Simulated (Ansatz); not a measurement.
Energy needed to pull apart BSiH4I (SMILES [SiH3]BI), singlet, into free ground-state atoms, from the structure below (displaced at random from its PBE0-D4/def2-TZVP minimum); no zero-point or spin–orbit terms; open-shell atoms are treated unrestricted, in their ground-state multiplicity.

| atom | x (Å) | y (Å) | z (Å) |
| --- | --- | --- | --- |
| Si1 | -0.6967 | 0.5235 | -0.2566 |
| B2 | 0.7673 | -0.6530 | 0.4878 |
| I3 | 2.5396 | -0.9543 | -0.5812 |
| H4 | -1.9744 | -0.3426 | -0.3116 |
| H5 | -0.3748 | 1.0542 | -1.5873 |
| H6 | -0.9450 | 1.6310 | 0.6893 |
| H7 | 0.7121 | -1.1723 | 1.5488 |

Computed with Ansatz 0.2.0 (basis: def2-TZVPP); correlated methods freeze the cores. Filled d shells of the heavier atoms are correlated. Core potentials replace the inner electrons of the atoms past krypton. The def2 sets are not built for correlating such inner shells, so the correlated values are less sure here.

| method | atomization energy (kJ/mol) |
| --- | --- |
| PBE-D4 | 1987 |
| r2SCAN-D4 | ? |
| PBE0-D4 | 1978 |
| wB97M-V | 1977 |
| HF | ? |
| MP2 | 1944 |
| CCSD | 1913 |
| CCSD(T) | 1937 |

Task: What does r2SCAN-D4 give? (Judge from chemistry; the value comes from the calculation.)

Result: Computed: 1996 kJ/mol, which is about 58 kJ/mol more than CCSD(T)/def2-TZVPP.

Task: What does HF give? (To be estimated.)

Result: The calculation gives: 1525 kJ/mol, which is about 412 kJ/mol less than CCSD(T)/def2-TZVPP.

In triple zeta the MP2 and coupled-cluster atomization energies are still short of their basis limit by a few kcal/mol a bond, whereas those of the functionals are nearly converged, so these differences are not deviations from converged CCSD(T).

No T1 diagnostic of these runs exceeds 0.014.

For scale, one of the runs: CCSD(T)/def2-TZVPP forces, 179 basis functions (an equivalent command: `ansatz run in.yaml --threads 2`). The run took 5.4 min on 2 CPU threads (shared host), with 3.2 GiB of host memory at its peak.
